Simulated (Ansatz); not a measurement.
Consider the ligand exchange at a Ge–O bond: `C[O][GeH]` + `[SiH3]N[SiH3]` → `[SiH3][N]([SiH3])[GeH]` + CH₃OH.

Calculated with Ansatz (gas phase, PBE0-D4/def2-TZVP geometries, no zero-point term in ΔE). CCSD(T)/CBS adds triple-zeta CCSD(T) − MP2 to the extrapolated MP2 energy (def2 sets, frozen cores). This one scheme is used for every species. DFT in def2-TZVPP. For Ge outer-core shells are correlated without core-valence functions, which leaves a few kJ/mol of doubt a bond. Scalar relativity is left out up to krypton.

CCSD(T)/CBS gives +2.1 kJ/mol.

Question: Another level gave +7.1 kJ/mol. Which?
A. CCSD(T)/def2-TZVPP
B. HF/def2-TZVPP
C. B2PLYP/def2-TZVPP
D. BHLYP-D4/def2-TZVPP

Answer: D. BHLYP-D4 7.1, HF/def2-TZVPP 18.7, B2PLYP 14.1, CCSD(T)/def2-TZVPP 3.0 kJ/mol.

Largest T1 diagnostic among the species: 0.016.

Leaving LDA and LC-ωPBE aside and taking each functional with its dispersion term where it has one, the values, not all of them listed here, spread over 12.8 kJ/mol, from PBE-QIDH to B97M-V. LDA lies −4.2 kJ/mol from PBE without D4. From PBE to PBE0 (25 % exact exchange), in def2-TZVPP and without D4, ΔE moves by −4.1 kJ/mol. In def2-TZVPP, CCSD(T) changes the Hartree–Fock value by −15.7 kJ/mol (the triples alone add −2.2 kJ/mol) and MP2 by −18.5 kJ/mol.
